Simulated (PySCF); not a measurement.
Geometries of 3 isomers of CH7B2N, from PBE0-D3(BJ)/def2-SVP geometry optimisation, gas phase in PySCF. One conformer each, no zero-point energy, no frequencies.

**Question.** Which is lowest in electronic energy at this level?
A.
```xyz
11
angstrom
B     -1.558    0.234   -0.318
C     -0.579   -0.630    0.503
B      0.750   -0.436   -0.356
N      1.599    0.646   -0.133
H     -1.781    1.386   -0.009
H     -2.061   -0.187   -1.337
H     -0.422   -0.271    1.532
H     -0.823   -1.703    0.478
H      1.039   -1.203   -1.248
H      2.447    0.794   -0.664
H      1.431    1.350    0.575
```
B.
```xyz
11
angstrom
B      2.105   -0.179   -0.492
N      0.825    0.314   -0.143
B     -0.398   -0.424   -0.115
C     -1.767    0.231    0.273
H      3.054    0.572   -0.478
H      2.223   -1.340   -0.799
H      0.767    1.298    0.108
H     -0.334   -1.595   -0.414
H     -2.473    0.126   -0.569
H     -2.229   -0.330    1.104
H     -1.717    1.294    0.554
```
C.
```xyz
11
angstrom
B      0.209    1.416    0.460
N      0.122    0.081   -0.023
B      1.231   -0.520   -0.685
C     -1.102   -0.695    0.166
H      1.233    2.033    0.306
H     -0.747    1.907    1.017
H      1.128   -1.657   -1.089
H      2.246    0.112   -0.833
H     -0.950   -1.495    0.908
H     -1.914   -0.048    0.522
H     -1.417   -1.167   -0.776
```

**Answer.** B. That is `BNBC` (CH7B2N), 21.0 kcal/mol below the next.

```csv
SMILES,atoms numbered as above,E (Eh),relative (kcal/mol),relative (kJ/mol),dipole (D)
BNBC,[BH2:1][NH:2][BH:3][CH3:4],-146.53995,0.0,0.0,1.71
BN(B)C,[BH2:1][N:2]([BH2:3])[CH3:4],-146.50651,21.0,87.8,1.57
BCBN,[BH2:1][CH2:2][BH:3][NH2:4],-146.50455,22.2,92.9,2.31
```
